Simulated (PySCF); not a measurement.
A structure optimised at r2SCAN-D4/def2-SVP, used in a PySCF frequency run:

```xyz
15

C      0.0000     0.0000    -1.5358
C     -1.1487     0.0000    -0.5497
C     -0.7740    -0.7566     0.7082
C     -0.7740     0.7566     0.7082
C      0.7740     0.7566     0.7082
C      0.7740    -0.7566     0.7082
C      1.1487     0.0000    -0.5497
H      0.0000     0.8971    -2.1790
H      0.0000    -0.8971    -2.1790
H     -2.1928     0.0000    -0.8759
H     -1.4327    -1.4530     1.2314
H     -1.4327     1.4530     1.2314
H      1.4327     1.4530     1.2314
H      1.4327    -1.4530     1.2314
H      2.1928     0.0000    -0.8759
```
Charge 0, spin multiplicity 1.

Problem. Write its SMILES, formula and point group.

Solution. C1C2C3C2C2C1C32, C7H8, C2v

Problem. What are its rotational constants (standard atomic weights)?

Solution. 4.4122, 4.3533, 3.2530 GHz
